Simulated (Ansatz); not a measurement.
```xyz
12

O     1.3653    1.6205   -0.0717
Si    0.2246    0.9905   -1.0565
O    -0.8360    2.1593   -1.4364
O    -0.5004   -0.2697   -0.2930
Si   -0.4347   -1.1825    1.0379
O    -0.6418   -2.7532    0.7092
F     1.0174   -0.9315    1.6700
H     1.7909    1.0310    0.5549
H     0.7561    0.4844   -2.3313
H    -1.0728    2.7929   -0.7573
H    -1.4319   -0.8067    2.0448
H    -0.2367   -3.1349   -0.0708
```

The species carries charge 0 and has multiplicity 1.

Question: List the PBE0/def2-TZVPP orbital energies in eV (the Gaussian-basis code of Ansatz). (Estimate.)

Answer: The calculation gave: Occupied: -1804.43, -1803.90, -674.08, -523.24, -523.10, -522.87, -522.85, -146.51, -146.00, -101.22, -101.19, -101.14, -100.71, -100.68, -100.63, -33.51, -29.03, -28.75, -28.13, -28.00, -17.20, -16.25, -15.01, -14.78, -14.37, -13.27, -13.05, -12.13, -11.57, -11.20, -11.06, -10.61, -10.33, -10.20, -9.70, -9.68, -9.34. Lowest empty: 0.59, 0.80, 1.22, 1.51, 1.85, 2.67, 2.79, 3.11.
